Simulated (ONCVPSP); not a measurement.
## nickel: one change to an ONCV potential, before and after

Ni, optimised norm-conserving Vanderbilt (ONCV), made with ONCVPSP 4.0.1 (PBE, scalar-relativistic). Core [Ne], reference 3s2 3p6 3d8 4s2. Waves: 3s+4s: rc 1.15 bohr, ncon 3, nbas 7, qcut 9.7 1/bohr, 2 projectors; 3p: rc 0.95 bohr, ncon 4, nbas 8, qcut 17.4 1/bohr, 1 projector; 3d: rc 1.45 bohr, ncon 5, nbas 10, qcut 11.6 1/bohr, 1 projector. Local part: polynomial inside 0.80 bohr (lpopt 5, dvloc0 -1 Ha). Core correction: Teter function, fcfact 1.5, rcfact 1.3.

Change: s: rc 1.28.

Cutoffs: the cutoffs (Ha) at which the residual kinetic energy of the hardest occupied pseudo-wave falls to 1 and 0.1 mHa per electron; they do not see the model core or the augmentation charge, which bear on the density cutoff. Errors are all-electron minus pseudo energies relative to the spin-unpolarised reference configuration.

Problem. What does the change do?

Solution. The potential gets neither clearly harder nor softer (71 Ha and 93 Ha → 71 Ha and 93 Ha); the errors of the 4 common tests hardly move; neither file shows a bound ghost.

```tsv
quantity	base	changed
cutoff, loose	71 Ha	71 Ha
cutoff, tight	93 Ha	93 Ha
loose cutoff by channel	s 34 Ha, p 71 Ha, d 54 Ha	s 29 Ha, p 71 Ha, d 54 Ha
bound ghosts	none	none
GHOST(+) flags under 300 eV	none	none
error for 3s2 3p6 3d8 4s1, meV [ΔE 9.32 eV]	+0.4	+0.3
error for 3s2 3p6 3d8 4s0, meV [ΔE 26.67 eV]	+3.6	+3.1
error for 3s2 3p6 3d7 4s0, meV [ΔE 64.14 eV]	-18	-19
error for 3s2 3p6 3d7 4s2 4p1, meV [ΔE 10.55 eV]	+36	+37
p: phases at 0.97 bohr within 0.05 rad from the reference energy up to (Ha; the scan ends near 5)	to the end of the scan	to the end of the scan
d: phases at 1.47 bohr within 0.05 rad from the reference energy up to (Ha; the scan ends near 5)	1.5	1.5
rms error of d²Exc/dni dnj with the model core, mHa	0.73	0.78
```
